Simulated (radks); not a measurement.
Species: a nucleus of charge 46.1 with 46 electrons. Configuration: [Kr] 4d10.

All-electron calculation, Dirac Kohn-Sham, PBEsol, spin-unpolarised, spherical densities, finite nucleus; Fermi nuclear charge, rms radius 4.5318 fm. Program: a radial shooting solver on a logarithmic mesh with Libxc functionals.

Energy parts (eV):
part                       energy
total                 -137989.258
kinetic                144139.638
electron-nucleus      -334546.709
Hartree                 56288.452
exchange-correlation    -3870.640

Orbitals (lengths in bohr, moments of r in powers of bohr):
orbital  occ.  eigenvalue (eV)     <r^2>
1s1/2       2        -24253.33  0.001366
2s1/2       2        -3543.918   0.02241
2p1/2       2        -3288.498   0.01677
2p3/2       4        -3127.697   0.01810
3s1/2       2        -640.2786    0.1638
3p1/2       2        -539.3664    0.1595
3p3/2       4        -511.3014    0.1688
3d3/2       4        -332.4271    0.1501
3d5/2       6        -326.8233    0.1529
4s1/2       2         -86.7917     1.010
4p1/2       2         -55.5953     1.191
4p3/2       4         -51.0864     1.270
4d3/2       4          -5.3116     3.029
4d5/2       6          -4.8632     3.179

The highest occupied level is 4d5/2 at -4.863 eV. Summed over all electrons, <r^2> = 43.66 bohr^2, which gives a Langevin (diamagnetic) susceptibility term of -34.6 x 10^-6 cm^3/mol.
